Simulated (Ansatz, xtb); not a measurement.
# C3H5Sn−: which of two structures lies lower

We compare X, a singlet given by its coordinates, with Y, a singlet given by its coordinates. Both are isolated ions in the gas phase, relaxed with r2SCAN-D4/def2-SVPD.

X (Å):

```csv
atom,x (Å),y (Å),z (Å)
C,0.3191,-1.6030,-0.4434
C,-0.8210,-2.2869,0.1700
C,-2.0758,-1.5426,0.0463
Sn,-0.5190,-0.3962,1.4135
H,1.3067,-2.0726,-0.3467
H,0.1522,-1.1274,-1.4240
H,-0.7575,-3.2899,0.6042
H,-2.2842,-1.0660,-0.9258
H,-2.9678,-1.9646,0.5274
```

Close contacts (Å): C1–C2 1.46, C1–Sn4 2.37, C2–C3 1.46, C2–Sn4 2.28, C3–Sn4 2.37, C1–H5 1.10, C1–H6 1.10, C2–H7 1.09, C3–H8 1.10, C3–H9 1.10.

Y (Å):

```xyz
9

C    -0.7414    1.9880   -0.4697
C    -0.1439    0.7578   -0.3635
C     0.2377   -0.1318   -1.4113
Sn    1.1439   -1.9969   -1.2434
H    -0.9867    2.5798    0.4175
H    -0.9916    2.4162   -1.4469
H     0.0723    0.4041    0.6571
H     0.0129    0.2399   -2.4271
H     1.1968   -1.9378    0.5671
```

Close contacts (Å): C1–C2 1.37, C2–C3 1.43, C3–Sn4 2.08, C1–H5 1.09, C1–H6 1.10, C2–H7 1.10, C3–H8 1.10, Sn4–H9 1.81.

Quicker runs give these differences E(Y) − E(X): GFN2-xTB −0.364 eV; HF/STO-3G +0.991 eV (at GFN2-xTB geometries); r2SCAN-D4/def2-SVPD//GFN2-xTB −0.169 eV.

**Question.** Which of the two would you expect CCSD(T)/def2-SVPD + ΔMP2/def2-TZVPPD electronic energies to favour?

**Answer.** Not settled: CCSD(T)/def2-SVPD + ΔMP2/def2-TZVPPD gives E(Y) − E(X) = +0.074 eV, but this leans on the basis-set step: CCSD(T) alone gives −0.099 eV.

Level by level:

| level | geometry | E(Y) − E(X) (eV) | departure from the last row (eV) | job, with rough time for the two |
| --- | --- | --- | --- | --- |
| GFN2-xTB | GFN2-xTB | −0.364 | −0.439 | optimisation, 0.17 s |
| HF/STO-3G | GFN2-xTB | +0.991 | +0.917 | single point, 0.9 s |
| r2SCAN-D4/def2-SVPD//GFN2-xTB | GFN2-xTB | −0.169 | −0.243 | single point, 3.6 s |
| r2SCAN-D4/def2-SVPD | r2SCAN-D4/def2-SVPD | −0.067 | −0.142 | optimisation, 46 s |
| HF/def2-SVPD | r2SCAN-D4/def2-SVPD | −0.421 | −0.495 | part of the CCSD(T) run |
| MP2/def2-SVPD | r2SCAN-D4/def2-SVPD | +0.103 | +0.028 | part of the CCSD(T) run |
| CCSD(T)/def2-SVPD | r2SCAN-D4/def2-SVPD | −0.099 | −0.174 | single point |
| CCSD(T)/def2-SVPD + ΔMP2/def2-TZVPPD | r2SCAN-D4/def2-SVPD | +0.074 |  | single point, 58 s |

GFN2-xTB, r2SCAN-D4/def2-SVPD//GFN2-xTB, r2SCAN-D4/def2-SVPD, HF/def2-SVPD, CCSD(T)/def2-SVPD put the two in the other order. The largest departure from CCSD(T)/def2-SVPD + ΔMP2/def2-TZVPPD is that of HF/STO-3G, 0.917 eV. The last row adds to CCSD(T) the change of the MP2 difference between the two basis sets, here +0.174 eV, a large step that makes the value less sure.

With harmonic frequencies from r2SCAN-D4/def2-SVPD (ideal gas, rigid rotor, one conformer each, 298.15 K, 1 atm): the zero-point term adds −0.112 eV; ΔH is −0.021 and ΔG −0.061 eV.

The correlated steps freeze 7 core orbitals; the filled d shell of Sn is correlated, in a basis made for valence electrons. Atoms past krypton carry core potentials in the def2 sets, other sets are all-electron and non-relativistic, and no spin–orbit term is included. Programs: Ansatz 0.2.0, xtb 6.7.1; the last row on 2 threads of Intel(R) Xeon(R) Platinum 8375C CPU @ 2.90GHz (Ice Lake) on a shared host.
